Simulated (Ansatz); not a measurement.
C₆H₁₄N₂Sn⁺, that is Sn(vinyl)2(NHMe)2 with one electron fewer. Total charge 1; doublet. Geometry r2SCAN-D4/def2-SVP, that of the neutral singlet; atoms count from 1.

```xyz
23

Sn    0.2485   -0.3743   -0.1527
C     2.2620   -0.1230   -0.8219
C     3.2617   -0.0144    0.0633
H     2.4810   -0.0782   -1.8975
H     3.0776   -0.0590    1.1445
H     4.3052    0.1201   -0.2526
C    -0.6429   -2.3160   -0.1725
C    -1.4811   -2.6669   -1.1568
H    -0.4160   -3.0319    0.6294
H    -1.7288   -1.9757   -1.9728
H    -1.9570   -3.6565   -1.1894
N    -0.9328    0.7093   -1.4413
C    -2.3027    1.0352   -1.0894
H    -0.4511    1.5050   -1.8579
H    -2.8861    1.3204   -1.9854
H    -2.8004    0.1462   -0.6653
H    -2.4229    1.8551   -0.3488
N     0.3205    0.2129    1.8171
C     0.5515    1.6030    2.1649
H    -0.4141   -0.2018    2.3891
H     0.8810    1.7000    3.2168
H     1.3680    2.0117    1.5452
H    -0.3210    2.2788    2.0340
```

In the def2 sets Sn takes a core potential; there is no spin–orbit coupling.

(1) Estimate the Mulliken populations from the PBE0/def2-TZVP orbitals of Ansatz.

(2) Where does the spin sit?

(3) And the Mayer bond orders between heavy atoms (over 0.3)?

## Answers

(1) 
```csv
atom,charge (e),spin (α − β)
Sn1,1.08,-0.11
C2,-0.38,0.01
C3,-0.25,-0.01
H4,0.16,0.00
H5,0.16,0.00
H6,0.17,0.00
C7,-0.38,0.01
C8,-0.25,-0.01
H9,0.16,0.00
H10,0.16,0.00
H11,0.17,0.00
N12,-0.40,0.52
C13,-0.32,-0.02
H14,0.27,-0.02
H15,0.19,0.03
H16,0.17,0.00
H17,0.17,0.04
N18,-0.40,0.52
C19,-0.32,-0.02
H20,0.27,-0.02
H21,0.19,0.03
H22,0.17,0.00
H23,0.17,0.04
```
Mulliken values depend strongly on the basis.

(2) Summed by element: Sn -0.11, C -0.03, H 0.10, N 1.04, of 1 unpaired in all. Largest on single atoms: N18 0.52, N12 0.52, Sn1 -0.11.

(3) Sn1–C2 0.92 (2.14 Å); Sn1–C7 0.92 (2.14 Å); Sn1–N12 0.77 (2.06 Å); Sn1–N18 0.77 (2.06 Å); C2–C3 1.91 (1.34 Å); C7–C8 1.91 (1.34 Å); N12–C13 1.00 (1.45 Å); N18–C19 1.00 (1.45 Å).
